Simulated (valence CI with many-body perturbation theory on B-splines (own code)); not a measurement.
## Ge¹⁹⁺: what the settings do

Calculated by configuration interaction combined with many-body perturbation theory (CI+MBPT): three valence electrons over a frozen Dirac-Fock core [Ne], radial functions for each j: 6 s, 6 p, 5 d, 3 f, 1 g, with the one-electron correlation potential Σ1 (screened to all orders), the two-electron term Σ2, the three-electron term Σ3, Breit, model QED; selected single and double excitations, second order for the rest, scaled by the run's own slope (own B-spline code, finite nucleus).

No measured levels were compared; by estimate levels of excited configurations hold to 0.05 to 0.15 % of their energy, terms of the ground configuration to about 0.5 %.

The reference run has the lowest level 3s²3p ²P°_1/2 and an ionisation energy of 749.311 eV. Its largest variational space holds 2931 state functions.

Names give the largest LS component (configuration and term), which can be under half, so a name can repeat, a term be missing and a line seem to break the LS rules; names also repeat where a configuration has a term twice.

Changed runs:
A. Breit term on → off; QED terms on → off
B. scale of Σ1 1 → 0.9
C. selection threshold (hartree) 2e-08 → 1e-05
D. start configuration 3s2 3p1 → 3s3 (bad on purpose)

Excitation energies of the reference run in cm⁻¹, and shifts in cm⁻¹:

```tsv
Level	Reference	A	B	C
3s²3p ²P°_3/2	54585	+1126	-18	0
3s3p² ⁴P_1/2	332510	+663	+102	+0.1
3s3p² ⁴P_3/2	358573	+1318	+91	+0.1
3s3p² ⁴P_5/2	382537	+1905	+85	+0.1
3s3p² ²D_3/2	453952	+1657	+85	+0.1
3s3p² ²D_5/2	466450	+2256	+76	+0.1
3s3p² ²P_1/2	531056	+1065	+91	+0.5
3s3p² ²S_1/2	585882	+2096	+74	+0.3
3s3p² ²P_3/2	597536	+2228	+76	-0.1
3s²3d ²D_3/2	682649	+2129	+83	0
3s²3d ²D_5/2	689905	+2720	+70	0
3p³ ²D°_3/2	846808	+2056	+190	+0.1
Ionisation energy (eV)	749.311	+0.386	-0.081	0
```

Run D: It gave no result: a shell was given more electrons than it holds. The program said: "a valence shell holds more than 4l+2 electrons".
